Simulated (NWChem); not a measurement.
Everything below was run with NWChem. System: AgF, charge 0, spin multiplicity 1, at a geometry optimised with PBE0/def2-SVP with def2 effective core potentials on Ag. The structure started from a generated list of species. Level: PBE/def2-TZVP with def2 effective core potentials on Ag.

Job file:

```
start mol
memory heap 200 mb stack 900 mb global 1100 mb
geometry units angstroms nocenter noautoz
  Ag     0.000000     0.000000    -0.317217
  F      0.000000     0.000000     1.656577
  symmetry group C2v
end
basis spherical
  * library def2-tzvp
end
ecp
  Ag library def2-ecp
end
dft
  xc xpbe96 cpbe96
  semidirect memsize 60000000 filesize 0
  iterations 100
end
task dft energy
```

Output (cleaned and shortened):

```
             Northwest Computational Chemistry Package (NWChem) 7.3.0
             --------------------------------------------------------

                                NWChem Input Module
                                -------------------

 Scaling coordinates for geometry "geometry" by  1.889725989
 (inverse scale =  0.529177249)

 Turning off AUTOSYM since
 SYMMETRY directive was detected!

                             Geometry "geometry" -> ""
                             -------------------------

 Output coordinates in angstroms (scale by  1.889725989 to convert to a.u.)

  No.       Tag          Charge          X              Y              Z
 ---- ---------------- ---------- -------------- -------------- --------------
    1 Ag                  47.0000     0.00000000     0.00000000    -0.31721700
    2 F                    9.0000     0.00000000     0.00000000     1.65657700

 Effective nuclear repulsion energy (a.u.)     113.4069595545

            Nuclear Dipole moment (a.u.)
            ----------------------------
        X                 Y               Z
 ---------------- ---------------- ----------------
     0.0000000000     0.0000000000    -0.0000113384

      Symmetry information
      --------------------

 Group name             C2v
 Group number             16
 Group order               4
 No. of unique centers     2

      Symmetry unique atoms

     1    2


 Summary of "ao basis" -> "" (spherical)
 ------------------------------------------------------------------------------
       Tag                 Description            Shells   Functions and Types
 ---------------- ------------------------------  ------  ---------------------
 *                         def2-tzvp                  on all atoms

 Summary of "ao basis" -> "ao basis" (spherical)
 ------------------------------------------------------------------------------
       Tag                 Description            Shells   Functions and Types
 ---------------- ------------------------------  ------  ---------------------
 Ag                        def2-tzvp                14       40   6s4p3d1f
 F                         def2-tzvp                11       31   5s3p2d1f

 Summary of "ao basis" -> "ao basis" (spherical)
 ------------------------------------------------------------------------------
       Tag                 Description            Shells   Functions and Types
 ---------------- ------------------------------  ------  ---------------------
 Ag                        def2-tzvp                14       40   6s4p3d1f
 F                         def2-tzvp                11       31   5s3p2d1f

      Symmetry analysis of basis
      --------------------------

        a1         32
        a2          7
        b1         16
        b2         16

            General Information
            -------------------
          SCF calculation type: DFT
          Wavefunction type:  closed shell.
          No. of atoms     :     2
          No. of electrons :    28
           Alpha electrons :    14
            Beta electrons :    14
          Charge           :     0
          Spin multiplicity:     1
          Use of symmetry is: on ; symmetry adaption is: on
          Maximum number of iterations: 100
          AO basis - number of functions:    71
                     number of shells:    25
          Convergence on energy requested:  1.00D-06
          Convergence on density requested:  1.00D-05
          Convergence on gradient requested:  5.00D-04

              XC Information
              --------------
          PerdewBurkeErnzerhof Exchange Functional  1.000
            Perdew 1991 LDA Correlation Functional  1.000 local
           PerdewBurkeErnz. Correlation Functional  1.000 non-local

             Grid Information
             ----------------
          Grid used for XC integration:  medium
          Radial quadrature: Mura-Knowles
          Angular quadrature: Lebedev.
          Tag              B.-S. Rad. Rad. Pts. Rad. Cut. Ang. Pts.
          ---              ---------- --------- --------- ---------
          Ag                  1.60      123           8.0       590
          F                   0.50       49           8.0       434
          Grid pruning is: on
          Number of quadrature shells:   172
          Spatial weights used:  Erf1

          Convergence Information
          -----------------------
          Convergence aids based upon iterative change in
          total energy or number of iterations.
          Levelshifting, if invoked, occurs when the
          HOMO/LUMO gap drops below (HL_TOL):  1.00D-02
          DIIS, if invoked, will attempt to extrapolate
          using up to (NFOCK): 10 stored Fock matrices.

                    Damping( 0%)  Levelshifting(0.5)       DIIS
                  --------------- ------------------- ---------------
          dE  on:    start            ASAP                start
          dE off:    2 iters        100 iters           100 iters

      Screening Tolerance Information
      -------------------------------
          Density screening/tol_rho:  1.00D-10
          AO Gaussian exp screening on grid/accAOfunc:  14
          CD Gaussian exp screening on grid/accCDfunc:  20
          XC Gaussian exp screening on grid/accXCfunc:  20
          Schwarz screening/accCoul:  1.00D-08

      Superposition of Atomic Density Guess
      -------------------------------------

 Sum of atomic energies:        -267.15111575

      Non-variational initial energy
      ------------------------------

 Total energy =    -244.989037
 1-e energy   =    -489.381924
 2-e energy   =     198.547521
 HOMO         =      -0.522924
 LUMO         =      -0.215958

      Symmetry analysis of molecular orbitals - initial
      -------------------------------------------------

 !! scf_movecs_sym_adapt:   46 vectors were symmetry contaminated

  Symmetry fudging

 !! scf_movecs_sym_adapt:   40 vectors were symmetry contaminated

  Numbering of irreducible representations:

     1 a1          2 a2          3 b1          4 b2

  Orbital symmetries:

     1 a1          2 a1          3 a1          4 b1          5 b2
     6 a1          7 a1          8 b2          9 b1         10 a2
    11 a1         12 b2         13 b1         14 a1         15 a1
    16 b2         17 b1         18 a1         19 a1         20 b1
    21 b2         22 a1         23 a2         24 a1

------------------------------------------------------------
EAF file 0: "./mol.aoints.0" size=524288 bytes
------------------------------------------------------------
               write      read    awrite     aread      wait
               -----      ----    ------     -----      ----
     calls:        1         0         0         0         0
   data(b): 5.24e+05  0.00e+00  0.00e+00  0.00e+00
   time(s): 0.00e+00  0.00e+00  0.00e+00  0.00e+00  0.00e+00
rate(mb/s): 0.00e+00  0.00e+00
------------------------------------------------------------

 !! scf_movecs_sym_adapt:    4 vectors were symmetry contaminated

  Symmetry fudging

   convergence    iter        energy       DeltaE   RMS-Dens  Diis-err    time
 ---------------- ----- ----------------- --------- --------- ---------  ------
 d= 0,ls=0.0,diis     1   -246.6381605669 -2.92D+02  4.02D-02  1.26D+00     1.2
 d= 0,ls=0.0,diis     2   -241.6929994202  4.95D+00  3.35D-02  4.28D+01     1.3
 d= 0,ls=0.0,diis     3   -246.6643250115 -4.97D+00  9.97D-03  1.57D+00     1.3
 d= 0,ls=0.0,diis     4   -246.7133177127 -4.90D-02  6.41D-03  7.32D-01     1.4

 !! scf_movecs_sym_adapt:    4 vectors were symmetry contaminated

  Symmetry fudging

 !! scf_movecs_sym_adapt:    2 vectors were symmetry contaminated

 d= 0,ls=0.0,diis     5   -246.7817230179 -6.84D-02  8.33D-04  5.77D-03     1.5

 !! scf_movecs_sym_adapt:    4 vectors were symmetry contaminated

  Symmetry fudging

 !! scf_movecs_sym_adapt:    2 vectors were symmetry contaminated

  Resetting Diis
 d= 0,ls=0.0,diis     6   -246.7823888693 -6.66D-04  1.57D-04  5.98D-04     1.6

 !! scf_movecs_sym_adapt:    6 vectors were symmetry contaminated

  Symmetry fudging

 !! scf_movecs_sym_adapt:    4 vectors were symmetry contaminated

 d= 0,ls=0.0,diis     7   -246.7824202469 -3.14D-05  3.12D-04  5.94D-05     1.6

 !! scf_movecs_sym_adapt:   14 vectors were symmetry contaminated

  Symmetry fudging

 !! scf_movecs_sym_adapt:    6 vectors were symmetry contaminated

 d= 0,ls=0.0,diis     8   -246.7823407475  7.95D-05  2.45D-04  8.94D-04     1.7

 !! scf_movecs_sym_adapt:   20 vectors were symmetry contaminated

  Symmetry fudging

 !! scf_movecs_sym_adapt:    6 vectors were symmetry contaminated

 d= 0,ls=0.0,diis     9   -246.7824262776 -8.55D-05  6.02D-06  1.11D-06     1.7

 !! scf_movecs_sym_adapt:   24 vectors were symmetry contaminated

  Symmetry fudging

 !! scf_movecs_sym_adapt:   14 vectors were symmetry contaminated

 d= 0,ls=0.0,diis    10   -246.7824263543 -7.67D-08  1.85D-06  4.24D-08     1.8

         Total DFT energy =     -246.782426354310
      One electron energy =     -492.581586242197
           Coulomb energy =      224.466913397339
    Exchange-Corr. energy =      -24.513120137858
 Nuclear repulsion energy =       45.845366628406

 Numeric. integr. density =       28.000002635969

     Total iterative time =      1.3s

                  Occupations of the irreducible representations
                  ----------------------------------------------

                     irrep           alpha         beta
                     --------     --------     --------
                     a1                7.0          7.0
                     a2                1.0          1.0
                     b1                3.0          3.0
                     b2                3.0          3.0

                       DFT Final Molecular Orbital Analysis
                       ------------------------------------

 Vector   12  Occ=2.000000D+00  E=-2.446198D-01  Symmetry=a1
              MO Center=  2.3D-13,  3.2D-14,  4.3D-01, r^2= 1.9D+00
   Bfn.  Coefficient  Atom+Function         Bfn.  Coefficient  Atom+Function
  ----- ------------  ---------------      ----- ------------  ---------------
    21      0.440233  1 Ag d  0               5     -0.383499  1 Ag s
    48      0.308713  2 F  pz                51      0.245964  2 F  pz
     3      0.241909  1 Ag s                 26      0.242074  1 Ag d  0
    54      0.214050  2 F  pz                31      0.158640  1 Ag d  0
     2     -0.126598  1 Ag s                  9      0.077328  1 Ag pz

 Vector   13  Occ=2.000000D+00  E=-2.400847D-01  Symmetry=b1
              MO Center= -2.3D-13, -4.5D-15,  1.2D+00, r^2= 1.4D+00
   Bfn.  Coefficient  Atom+Function         Bfn.  Coefficient  Atom+Function
  ----- ------------  ---------------      ----- ------------  ---------------
    46      0.447870  2 F  px                49      0.347996  2 F  px
    22      0.323434  1 Ag d  1              52      0.289737  2 F  px
    27      0.181880  1 Ag d  1              32      0.078511  1 Ag d  1
    13      0.069713  1 Ag px                 7     -0.051910  1 Ag px
    16      0.045737  1 Ag px

 Vector   14  Occ=2.000000D+00  E=-2.400847D-01  Symmetry=b2
              MO Center= -1.8D-15, -3.2D-14,  1.2D+00, r^2= 1.4D+00
   Bfn.  Coefficient  Atom+Function         Bfn.  Coefficient  Atom+Function
  ----- ------------  ---------------      ----- ------------  ---------------
    47      0.447870  2 F  py                50      0.347996  2 F  py
    20     -0.323434  1 Ag d -1              53      0.289737  2 F  py
    25     -0.181880  1 Ag d -1              30     -0.078511  1 Ag d -1
    14      0.069713  1 Ag py                 8     -0.051910  1 Ag py
    17      0.045737  1 Ag py

 Vector   15  Occ=0.000000D+00  E=-1.533250D-01  Symmetry=a1
              MO Center= -5.7D-15,  4.3D-15, -7.9D-01, r^2= 3.3D+00
   Bfn.  Coefficient  Atom+Function         Bfn.  Coefficient  Atom+Function
  ----- ------------  ---------------      ----- ------------  ---------------
     5      0.685889  1 Ag s                  6      0.354132  1 Ag s
     3     -0.335406  1 Ag s                 15     -0.218747  1 Ag pz
    48      0.191785  2 F  pz                 2      0.180656  1 Ag s
     4     -0.153494  1 Ag s                 54      0.153882  2 F  pz
    51      0.152051  2 F  pz                21      0.141037  1 Ag d  0

 Vector   16  Occ=0.000000D+00  E=-1.951489D-02  Symmetry=b1
              MO Center=  6.7D-15,  7.5D-16, -3.9D-01, r^2= 6.5D+00
   Bfn.  Coefficient  Atom+Function         Bfn.  Coefficient  Atom+Function
  ----- ------------  ---------------      ----- ------------  ---------------
    16      0.754853  1 Ag px                13      0.348938  1 Ag px
     7     -0.188203  1 Ag px                52     -0.111234  2 F  px
    46     -0.107109  2 F  px                49     -0.073815  2 F  px
    22     -0.057314  1 Ag d  1              32      0.048341  1 Ag d  1
    27     -0.042574  1 Ag d  1

 Vector   17  Occ=0.000000D+00  E=-1.951489D-02  Symmetry=b2
              MO Center= -2.2D-15, -7.7D-15, -3.9D-01, r^2= 6.5D+00
   Bfn.  Coefficient  Atom+Function         Bfn.  Coefficient  Atom+Function
  ----- ------------  ---------------      ----- ------------  ---------------
    17      0.754853  1 Ag py                14      0.348938  1 Ag py
     8     -0.188203  1 Ag py                53     -0.111234  2 F  py
    47     -0.107109  2 F  py                50     -0.073815  2 F  py
    20      0.057314  1 Ag d -1              30     -0.048341  1 Ag d -1
    25      0.042574  1 Ag d -1

 center of mass
 --------------
 x =   0.00000000 y =   0.00000000 z =  -0.03661974

 moments of inertia (a.u.)
 ------------------
         224.428993828606           0.000000000000           0.000000000000
           0.000000000000         224.428993828606           0.000000000000
           0.000000000000           0.000000000000           0.000000000000

     Multipole analysis of the density
     ---------------------------------

     L   x y z        total         alpha         beta         nuclear
     -   - - -        -----         -----         ----         -------
     0   0 0 0     -0.000000    -14.000000    -14.000000     28.000000

     1   1 0 0     -0.000000     -0.000000     -0.000000      0.000000
     1   0 1 0     -0.000000     -0.000000     -0.000000      0.000000
     1   0 0 1     -1.992864     -9.388771     -9.388771     16.784679

     2   2 0 0    -17.397200     -8.698600     -8.698600      0.000000
     2   1 1 0     -0.000000     -0.000000     -0.000000      0.000000
     2   1 0 1      0.000000      0.000000      0.000000      0.000000
     2   0 2 0    -17.397200     -8.698600     -8.698600      0.000000
     2   0 1 1      0.000000      0.000000      0.000000      0.000000
     2   0 0 2    -20.555453    -57.790973    -57.790973     95.026493

 Task  times  cpu:        1.8s     wall:        1.8s

 Total times  cpu:        1.8s     wall:        1.8s
```
